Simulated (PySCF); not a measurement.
C₂H₆F₂Si, SMILES C[Si@H](F)CF. The structure is a stationary point at PBE-D3(BJ)/def2-SVP. The structure was generated by enumeration; whether it is a known compound was not checked. One conformer was computed; it need not be the lowest.

Level of theory: PBE-D3(BJ)/def2-SVP (PySCF).

Harmonic wavenumbers (cm⁻¹): 82, 127, 141, 212, 245, 313, 593, 644, 687, 743, 761, 819, 854, 919, 1047, 1200, 1223, 1265, 1377, 1382, 1395, 2187, 2927, 2977, 2982, 3076, 3082. Rotational constants (GHz): 5.803, 2.470, 1.920; symmetry number 1.

Question: Work out the zero-point energy and the ideal-gas rigid-rotor harmonic-oscillator thermochemistry at 298.15 K and 1 atm.

Answer: ZPE = ½ Σ hcν = ½ × 33259 cm⁻¹ = 198.93 kJ/mol. H − E(el) = 220.53 kJ/mol. Entropy in J/(mol K): translation 165.69, rotation 112.38, vibration 71.89, total 349.96. G − E(el) = 116.19 kJ/mol. Cp = 109.59 J/(mol K). Modes under 150 cm⁻¹ make the vibrational entropy uncertain.
